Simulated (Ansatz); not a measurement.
Tetramethyl orthosilicate (TMOS) (`CO[Si](OC)(OC)OC`), relaxed with RKS PBE0-D4/def2-TZVP in Ansatz from a PBE-D4/def2-SVP geometry. The force threshold is 0.005 eV/Å; the program also tests the step.

Total charge 0; spin multiplicity 1.

Start:

```xyz
21

C     0.005    2.610    0.799
O    -0.652    1.517    0.179
Si    0.000    0.001    0.001
O     0.044   -0.934    1.371
C    -1.080   -1.580    1.946
O    -0.970   -0.801   -1.081
C    -1.492   -0.238   -2.273
O     1.578    0.223   -0.464
C     2.567   -0.792   -0.473
H     0.010    2.508    1.908
H    -0.541    3.542    0.543
H     1.058    2.709    0.455
H    -0.720   -2.335    2.676
H    -1.697   -2.095    1.177
H    -1.733   -0.859    2.489
H    -1.905    0.780   -2.101
H    -0.714   -0.168   -3.067
H    -2.306   -0.893   -2.646
H     2.436   -1.485   -1.335
H     2.549   -1.395    0.462
H     3.564   -0.313   -0.567
```

```csv
step,energy (eV),largest force (eV/Å),largest move (Å)
1,-20402.1625,0.924,0.000
2,-20402.2957,0.596,0.040
3,-20402.3267,0.043,0.029
4,-20402.3276,0.038,0.034
5,-20402.3289,0.027,0.022
6,-20402.3301,0.028,0.051
7,-20402.3306,0.021,0.031
8,-20402.3315,0.034,0.079
9,-20402.3317,0.036,0.020
10,-20402.3319,0.022,0.011
11,-20402.3320,0.005,0.013
12,-20402.3320,0.003,0.009
13,-20402.3320,0.001,0.006
```

End:

```xyz
21

C    -0.033    2.532    0.901
O    -0.647    1.478    0.193
Si    0.000    0.000    0.000
O     0.041   -0.898    1.354
C    -1.096   -1.451    1.979
O    -0.932   -0.792   -1.069
C    -1.364   -0.259   -2.301
O     1.539    0.212   -0.478
C     2.492   -0.822   -0.579
H     0.061    2.292    1.966
H    -0.657    3.420    0.798
H     0.963    2.749    0.502
H    -0.759   -2.065    2.816
H    -1.663   -2.078    1.285
H    -1.757   -0.668    2.364
H    -1.900    0.684   -2.158
H    -0.519   -0.082   -2.975
H    -2.036   -0.981   -2.768
H     2.215   -1.543   -1.355
H     2.600   -1.355    0.371
H     3.452   -0.375   -0.845
```

Run time 53 s (4 threads of an AMD EPYC 7R13 on a shared host and a share of an NVIDIA H100 80 GB); peak host memory 1 GiB.
